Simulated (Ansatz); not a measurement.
Caution, from a PySCF single point (PBE0-D3(BJ)/def2-TZVPD) at this geometry: the highest occupied level lies above zero, so the state may not be bound. This triplet is an excited state, 1.16 eV above the relaxed singlet at the level B3LYP/aug-cc-pVTZ // PBE0-D3(BJ)/def2-TZVPD (Ansatz, an electronic-structure program).

Species: CH$_{2}$BN$_{2}$, SMILES `[C-]#[N+][B-]N` (excited triplet) (charge -1, multiplicity 3).

**Question.** Give a relaxed geometry from PBE0-D3(BJ)/def2-TZVPD in Ansatz.

**Answer.** This is not unique; one that fits is the end point of this relaxation, one of several conformers (outside a Z-matrix the atoms follow the SMILES, hydrogens last).
Bond lengths (Å): C1–N2 1.192, N2–B3 1.409, B3–N4 1.481, N4–H5 1.012, N4–H6 1.011. Angles (°): C1–N2–B3 175.4, N2–B3–N4 127.0, B3–N4–H5 114.4, B3–N4–H6 114.4, H5–N4–H6 107.3.
